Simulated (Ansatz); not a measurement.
Frontier orbitals of CH$_{9}$AlOSi$_{2}$ (`[CH3][Al]([SiH3])[O][SiH3]`).

```xyz
14

C     0.112    1.935   -1.601
Al   -0.150    0.409   -0.427
Si   -2.193   -0.945   -0.276
O     1.114   -0.059    0.595
Si    1.948   -0.884    1.719
H     1.054    2.451   -1.401
H    -0.704    2.657   -1.500
H     0.117    1.619   -2.650
H    -1.889   -2.402   -0.381
H    -2.872   -0.736    1.036
H    -3.183   -0.616   -1.341
H     1.105   -1.948    2.333
H     2.401    0.039    2.793
H     3.140   -1.522    1.100
```

Total charge 0; spin multiplicity 1. Geometry: relaxed with PBE0-D4/def2-TZVP. It is one conformer, not always the lowest. Basis def2-TZVPP, Ansatz 0.2.0.

```
functional  HOMO (eV)  LUMO (eV)  gap (eV)
       PBE      -6.22      -2.01      4.21
    revPBE      -6.17      -1.92      4.25
      PBE0      -7.34      -1.25      6.09
 CAM-B3LYP      -8.60      -0.26      8.34
   LC-ωPBE      -9.90       0.80     10.70
   ωB97X-V      -9.58       0.67     10.25
   ωB97M-V      -9.36       0.39      9.75
```

Against PBE, PBE0 changes HOMO and LUMO by −1.12 and +0.77 eV, ωB97M-V by −3.15 and +2.40 eV. A gap of 4.20 eV thus becomes 9.75 eV for the same molecule, so an orbital gap means little without its functional. A positive LUMO is unbound and depends on the basis.

LC-ωPBE has ω = 0.4 bohr⁻¹.
